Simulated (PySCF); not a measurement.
## Calculated data, AlB2ClH4, AlB2H5O

All values are calculated (PySCF 2.14.0). Calculation on a computer-drawn molecule: the log of a Hartree-Fock and frozen-core CCSD(T) single point meant for a local Hartree-Fock minimum, with one planted fault or none, to be diagnosed. Offsets are logged minus clean, where the clean run is the same molecule without the fault. The reference is restricted for singlets and unrestricted otherwise, and also for a bond in bohr or an excited solution. Adding or removing an electron swaps singlet and doublet. The excited solution moves the top pair (singlet) or top alpha electron (doublet) to the lowest empty orbital. Highest occupied and lowest empty are orbital energies over both spins, largest force is the largest gradient component, triples share is (T) over the correlation energy, the T1 limit is 0.02 restricted and 0.045 unrestricted, electrons count all cores, a negative frequency is imaginary (commonest isotopes), and the dipole is about the centre of nuclear charge.

Common to all runs: meant charge 0; meant multiplicity 1; meant basis cc-pV(D+d)Z; logged SCF converged yes; possible faults no fault, one electron removed, one electron added, multiplicity raised by two, geometry at a saddle point, SCF held on an excited solution, minimal basis STO-3G, one bond length entered in bohr, all coordinates scaled.

(1) 
```xyz
8
formula=AlB2ClH4 logged_electrons=43 logged_basis_functions=94 logged_spin_squared=0.8395 logged_highest_occupied=-15.232 logged_lowest_empty=-7.485 logged_largest_force=0.06387 logged_T1_diagnostic=0.03189 logged_D1_diagnostic=0.13776 logged_triples_share=0.032286 logged_CC_converged=yes logged_dipole_magnitude=4.8467 logged_SCF_stable_within_its_kind=yes logged_energy_HF=-752.77484 logged_energy_CCSD(T)=-753.18913 planted_fault=one_electron_removed HF_energy_offset_from_clean_run=198.4 CCSD(T)_energy_offset_from_clean_run=207.2
B     -3.0065    -1.7623    -0.0443
Al    -1.2044    -0.5917     0.0436
B     -0.3438     0.0978     1.9009
Cl    -0.9058     1.6583     2.5612
H     -4.1011    -1.2651    -0.1159
H     -2.9975    -2.9671    -0.0278
H     -0.4619    -0.1827    -1.3030
H      0.4889    -0.4310     2.5822
```

Units: logged_highest_occupied, logged_lowest_empty in eV; logged_largest_force in hartree/bohr; logged_dipole_magnitude in debye; logged_energy_HF, logged_energy_CCSD(T) in hartree; HF_energy_offset_from_clean_run, CCSD(T)_energy_offset_from_clean_run in kcal/mol.

Drawn bonds:
```tsv
atom	other atom	order
1	2	1
2	3	1
3	4	1
1	5	1
1	6	1
2	7	1
3	8	1
```

(2) 
```xyz
8
formula=AlB2ClH4 logged_electrons=44 logged_basis_functions=94 logged_spin_squared=0.977 logged_highest_occupied=-7.7866 logged_lowest_empty=0.76251 logged_largest_force=0.018898 logged_T1_diagnostic=0.025783 logged_D1_diagnostic=0.10918 logged_triples_share=0.026995 logged_CC_converged=yes logged_dipole_magnitude=0.91097 logged_SCF_stable_within_its_kind=yes logged_energy_HF=-753.00688 logged_energy_CCSD(T)=-753.41286 planted_fault=one_bond_length_entered_in_bohr,row_2_of_the_drawn_bonds HF_energy_offset_from_clean_run=52.75 CCSD(T)_energy_offset_from_clean_run=66.82
B     -3.0065    -1.7623    -0.0443
Al    -1.2044    -0.5917     0.0436
B      0.4220     0.7113     3.5535
Cl    -0.1401     2.2718     4.2137
H     -4.1011    -1.2651    -0.1159
H     -2.9975    -2.9671    -0.0278
H     -0.4619    -0.1827    -1.3030
H      1.2547     0.1825     4.2347
```

Units: logged_highest_occupied, logged_lowest_empty in eV; logged_largest_force in hartree/bohr; logged_dipole_magnitude in debye; logged_energy_HF, logged_energy_CCSD(T) in hartree; HF_energy_offset_from_clean_run, CCSD(T)_energy_offset_from_clean_run in kcal/mol.

Drawn bonds:
```tsv
atom	other atom	order
1	2	1
2	3	1
3	4	1
1	5	1
1	6	1
2	7	1
3	8	1
```

(3) 
```xyz
9
formula=AlB2H5O logged_electrons=36 logged_basis_functions=90 logged_spin_squared=0 logged_highest_occupied=-5.5866 logged_lowest_empty=-3.1519 logged_largest_force=0.052644 logged_CC_converged=no logged_dipole_magnitude=0.38115 logged_SCF_stable_within_its_kind=no logged_energy_HF=-368.73353 planted_fault=SCF_held_on_an_excited_solution HF_energy_offset_from_clean_run=192.7
B     -0.5254    -0.3236    -1.3288
Al    -0.1925     1.4726    -0.1935
B     -1.7662     2.6920     0.7340
O     -1.5041     3.8177     1.4397
H     -0.5524    -1.4191    -0.8254
H     -0.7001    -0.3193    -2.5219
H      1.3197     1.9664    -0.0050
H     -2.9436     2.4281     0.6667
H     -0.5874     4.0382     1.5019
```

Units: logged_highest_occupied, logged_lowest_empty in eV; logged_largest_force in hartree/bohr; logged_dipole_magnitude in debye; logged_energy_HF in hartree; HF_energy_offset_from_clean_run in kcal/mol.

Drawn bonds:
```tsv
atom	other atom	order
1	2	1
2	3	1
3	4	1
1	5	1
1	6	1
2	7	1
3	8	1
4	9	1
```

Notes: CCSD not converged.
